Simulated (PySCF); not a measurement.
C₃HF₄, multiplicity 2. Atoms are numbered in the order given.

```xyz
8

C      1.2243    -1.6489     0.0000
C      0.1038    -0.9661     0.0000
F     -1.1110    -1.5242     0.0000
C      0.0168     0.5489     0.0000
F     -0.6400     0.9868    -1.0808
F     -0.6400     0.9868     1.0808
F      1.2393     1.0924     0.0000
H      2.2958    -1.4806     0.0000
```
Charge 0, spin multiplicity 2.

Geometry: B3LYP-D3(BJ)/def2-SVP. The isomer is the one that the SMILES or the coordinates give; other isomers of the formula were not compared.

These are PBE/def2-TZVP (PySCF) values and carry that method's errors.

The molecule is in vacuum.

Computed frontier levels, dipole moment and polarisability:
```yaml
"α spin, highest occupied and lowest empty level": -6.99 and -1.89 eV
"β spin, highest occupied and lowest empty level": -7.24 and -4.56 eV
dipole_moment: 1.60 D
quadrupole, principal values (traceless, Buckingham form, about the centre of nuclear charge): -3.63, -1.43, 5.06 D·Å
mean_static_polarisability: 38.8 bohr³ (5.75 Å³)
polarisability_principal_values: 30.4, 35.8, 50.1 bohr³
"⟨S²⟩": 0.759 (pure state 0.75)
```
